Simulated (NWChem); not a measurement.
NaF; SMILES [F][Na]

```xyz
2

Na     0.0000     0.0000    -0.8567
F      0.0000     0.0000     1.0316
```
Atoms are numbered in this order, from 1.

Program: NWChem. Structure relaxed at the PBE0/def2-SVP level. GIAO values for the isolated, static molecule; σ is the absolute isotropic shielding.

For level Hartree-Fock/pcSseg-1:

```
Property     Result
-----------  ------
σ Na1 (ppm)   580.0
σ F2 (ppm)    463.5
```

Question: What are these values for level Hartree-Fock/pcSseg-0?

Answer: 
* **σ Na1 (ppm)**: 593.7
* **σ F2 (ppm)**: 494.8
